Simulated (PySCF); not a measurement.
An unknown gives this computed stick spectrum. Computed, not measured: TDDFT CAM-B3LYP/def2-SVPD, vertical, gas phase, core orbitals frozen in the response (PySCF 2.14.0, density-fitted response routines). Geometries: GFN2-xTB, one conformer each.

```
state  E (eV)  λ (nm)       f
   S1    3.59   345.2  0.0097
   S2    4.26   291.3   0.111
   S3    4.67   265.3   0.042
   S4    4.73   262.1   0.123
   S5    4.78   259.4   0.025
   S6    5.22   237.3  0.0027
   S7    5.32   233.0   0.012
   S8    5.82   212.9  0.0027
```

Question: Which structure fits?
A. `[H]/P=C(/F)c1ccccc1`
B. `CN1C=CN(C)P1P`
C. `N#Cc1cc[n+]([O-])cc1`
D. `C=PC1=CC=CC=C1F`

Answer: B. Its S1, at 3.59 eV, is the lowest among the candidates; the nearest of the others has S1 at 4.15 eV. S1 is HOMO→LUMO/LUMO+1 (≥92%). Löwdin shares by element: HOMO phosphorus 34%, nitrogen 31% (atoms not listed hold the other 35%); LUMO (one of a set within 0.03 eV) phosphorus 39%, carbon 13% or more, hydrogen 8% or more (atoms not listed hold the other 40%). At the same level the other candidates give, for their lowest levels:
- `C=Pc1ccccc1F`: 4.57 eV (f 0.054); 5.11 eV (f 0.098); 5.23 eV (f 0.070); 5.84 eV (f 0.052); 6.07 eV (f 0.076); T1 2.82 eV; HOMO -8.32, LUMO -0.72 eV
- `[H]/P=C(/F)c1ccccc1`: 4.15 eV (f 0.439); 4.80 eV (f 0.009); 4.90 eV (f 0.012); 5.81 eV (f 0.148); 5.95 eV (f 0.030); T1 2.14 eV; HOMO -7.81, LUMO -1.27 eV
- `N#Cc1cc[n+]([O-])cc1`: 4.18 eV (f 0.000); 4.48 eV (f 0.009); 4.58 eV (f 0.419); 5.79 eV (f 0.000); 6.00 eV (f 0.215); T1 2.35 eV; HOMO -8.32, LUMO -1.54 eV

Orbitals of the list HOMO-3 to LUMO+2 that lie within 0.01 eV of each other are written together with a slash and their weights summed (≥ marks a lower bound); for degenerate orbitals outside that list single weights are arbitrary.
Triplets come from the Tamm–Dancoff approximation.
